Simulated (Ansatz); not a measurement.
Frontier orbitals of HI3OTi, SMILES `[OH][Ti]([I])([I])[I]`.

Z-matrix (Å, degrees):
```
Ti
I 1 2.547
I 1 2.547 2 108.7
O 1 1.735 2 109.3 3 119.3
I 1 2.549 2 109.7 3 -120.0
H 4 0.957 1 157.9 2 -59.6
```

Total charge 0; spin multiplicity 1. Correlated methods include outer-core shells of I, Ti, which these sets cover unevenly. Scalar relativity is left out up to krypton. I: def2 effective core potential. Geometry: relaxed with PBE0-D4/def2-TZVP. It is one conformer, not always the lowest. Basis def2-TZVPP, Ansatz 0.2.0.

Orbital energies of one run (eV). Highest occupied ones, from the top: -6.42, -6.62, -6.63, -7.23, -7.35, -7.40, -7.74, -7.77, -8.34, -9.32, -9.35, -13.44, -17.14, -17.18. Empty: -3.96, -3.91, -3.28, -3.13, -2.92, -0.67.

Question: Which functional gave them?
A. HSE06 (plane-wave form)
B. PBE0
C. revPBE
D. ωB97X-V

Answer: C. HOMO energies: revPBE -6.42, HSE06 -7.14, PBE0 -7.52, ωB97X-V -9.60 eV.
